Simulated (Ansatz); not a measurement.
Reaction (hydrogenolysis of the Se–C bond): `C[Se][GeH2][OH]` + H₂ → `[OH][GeH2][SeH]` + CH₄

Isolated molecules relaxed with PBE0-D4/def2-TZVP in Ansatz; ΔE leaves out vibrations. CCSD(T)/CBS is the MP2 limit (def2-TZVPP, def2-QZVPP) plus CCSD(T) − MP2 in def2-TZVPP, frozen cores. This one scheme is used for every species. DFT in def2-TZVPP. B3LYP here is the variant with VWN-RPA as its local correlation; programs differ in this. For Ge, Se outer-core shells are correlated without core-valence functions, which leaves a few kJ/mol of doubt a bond. Scalar relativity is left out up to krypton. Each species was taken in one conformer, which may not be the lowest.

**Question.** Is it downhill or uphill in electronic energy at CCSD(T)/CBS, and by how much? (An estimate is asked.)

**Answer.** Ansatz gave: Downhill: ΔE = -0.74 eV.

**Question.** What do these levels give: r2SCAN-D4, PBE0-D4, B3LYP-D4, ωB97M-V, B2PLYP, PBE, HF/def2-TZVPP, CCSD/def2-TZVPP, HF/def2-QZVPP, SCS-MP2/def2-QZVPP, MP2/CBS(def2), CCSD/CBS(def2)? (Estimate.)

**Answer.** Ansatz gave: r2SCAN-D4 -0.77, PBE0-D4 -0.77, B3LYP-D4 -0.77, ωB97M-V -0.78, B2PLYP -0.81, PBE -0.78, HF/def2-TZVPP -0.99, CCSD/def2-TZVPP -0.81, HF/def2-QZVPP -0.99, SCS-MP2/def2-QZVPP -0.73, MP2/CBS(def2) -0.68, CCSD/CBS(def2) -0.79 eV.

Largest T1 diagnostic among the species: 0.011.

In def2-TZVPP, CCSD(T) changes the Hartree–Fock value by +0.24 eV (the triples alone add +0.05 eV) and MP2 by +0.30 eV. From PBE to PBE0 (25 % exact exchange), in def2-TZVPP and without D4, ΔE moves by −0.04 eV. The D4 term adds +0.10 eV with B3LYP and +0.06 eV with PBE0; it sums over pairs of atoms, weighted by their polarisabilities, and B3LYP, whose exchange is more repulsive, gets the larger term.
